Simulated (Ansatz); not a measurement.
1-bromobuta-1,2-diene (C4H5Br), SMILES C(=C=CC)Br.

Geometry optimised at PBE0-D3(BJ)/def2-SVP.

Two levels are set side by side: PBE/def2-SVPD (Ansatz, a quantum-chemistry and plane-wave program) and PBE0/def2-SVPD (Ansatz). Energy differences of separate SCF runs at the same geometry; the states with an electron removed or added have multiplicity 2 and 2. Differences are taken from unrounded values.

```json
[
 {"quantity": "vertical ionisation energy (eV)", "PBE": "8.96"},
 {"quantity": "vertical singlet–triplet gap (eV)", "PBE": "3.99"}
]
```

Question: These are the PBE values. What does PBE0 give? (Estimate from the structure and the level; the computed values follow.)

Answer: 
| quantity | PBE0 | PBE minus PBE0 |
|---|---|---|
| vertical ionisation energy (eV) | 9.16 | -0.20 |
| vertical singlet–triplet gap (eV) | 4.07 | -0.08 |
